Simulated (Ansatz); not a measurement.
Cartesian coordinates in Å:
```
C 1.671 0.255 -0.556
C 0.889 -0.712 0.300
O -0.469 -0.355 0.355
Ti -2.079 0.282 0.271
F -3.142 -0.908 -0.466
F -2.070 1.743 -0.706
F -2.643 0.665 1.891
H 1.610 1.267 -0.153
H 2.722 -0.043 -0.583
H 1.290 0.265 -1.579
H 1.271 -0.729 1.325
H 0.950 -1.729 -0.099
```

The species carries charge 0 and has multiplicity 1.

(1) List the r2SCAN/def2-TZVPP orbital energies in eV (Ansatz). (Best estimate.)

Results:

(1) Computed: Occupied: -4857.75, -666.10, -666.05, -666.05, -539.85, -516.85, -449.94, -449.94, -449.92, -275.26, -273.40, -65.00, -41.24, -41.23, -41.19, -30.23, -29.94, -29.91, -26.93, -20.05, -16.56, -13.00, -12.79, -11.68, -11.49, -11.45, -11.19, -11.04, -10.93, -10.57, -10.32, -10.28, -10.19, -10.05, -9.94, -8.19, -8.07. Lowest empty: -2.94, -2.94, -2.07, -1.71, -1.70, 0.09, 1.43, 1.73.
